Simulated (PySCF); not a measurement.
# RuI2: fields on a plane

Computed with PySCF, UPBE0, basis Ru def2-SVP with ECP28, I def2-SVP with ECP28 (scalar-relativistic core potentials, no spin–orbit coupling, density fitting).

The quintet minimum has Ru–I 2.575 Å (×2); I–Ru–I 180.0°.

The plane holds Ru1 at (0.00, 0.00), I2 at (2.58, 0.00), I3 at (-2.58, 0.00) Å. Columns run from x = -4.65 to 4.95 Å, rows from y = 2.25 (top) to -1.95 Å, in steps of 0.3 Å. Other isomers or separated fragments may lie lower. Core electrons replaced by a potential are absent, the electrostatic potential uses the reduced nuclear charge, and values within about 0.7 Å of such atoms have no physical meaning.

**Question.** Give the spin density (e/Å³) (cut at ±0.5 e/Å³). Lower edges of the bins (e/Å³): '0' -0.024, '1' 0.028, '2' 0.081, '3' 0.133, '4' 0.186, '5' 0.238, '6' 0.290, '7' 0.343, '8' 0.395, '9' 0.448; top 0.50.

**Answer.** 
```
000000000000000000000000000000000
000000000000000000000000000000000
000000000000000000000000000000000
000000000000001111000000000000000
000000110000012222100000110000000
000001110000135445310000111000000
000000000000169999610000000000000
000000100000299449920000010000000
000000100000299449920000010000000
000000000000169999610000000000000
000001110000135445310000111000000
000000110000012222100000110000000
000000000000001111000000000000000
000000000000000000000000000000000
000000000000000000000000000000000
```

**Question.** Give the electrostatic potential (V) (cut at 20 V). Every second row and column.

**Answer.** 
```
-0.1 -0.1 -0.1 -0.1 -0.1  0.1  0.5  0.8  0.9  0.7  0.3  0.0 -0.1 -0.1 -0.1 -0.1 -0.1
 0.0  0.0  0.4  1.0  1.0  0.7  1.2  2.3  2.6  1.7  0.8  0.8  1.1  0.7  0.2  0.0  0.0
 0.1  0.9  4.4 12.7 12.2  4.3  4.0  9.5 12.0  6.4  3.1  7.7 14.6  8.3  2.0  0.3  0.0
 0.4  2.6 19.4 20.0 20.0 17.5 11.5 20.0 20.0 20.0  9.2 20.0 20.0 20.0  7.1  1.0  0.1
 0.4  3.3 20.0 20.0 20.0 20.0 15.0 20.0 20.0 20.0 11.8 20.0 20.0 20.0  9.4  1.2  0.2
 0.2  1.7 10.2 20.0 20.0  9.5  7.2 20.0 20.0 13.0  5.8 20.0 20.0 20.0  4.2  0.7  0.1
 0.0  0.3  1.6  3.9  3.8  1.8  2.2  4.4  5.2  3.2  1.6  2.7  4.4  2.8  0.8  0.1  0.0
-0.1 -0.1  0.0  0.1  0.2  0.3  0.7  1.3  1.5  1.0  0.4  0.2  0.2  0.1 -0.1 -0.1 -0.1
```

Open d and f shells are described by one determinant, and the ground state may have another occupation or spin. Spin–orbit coupling, left out here, can matter for elements this heavy.
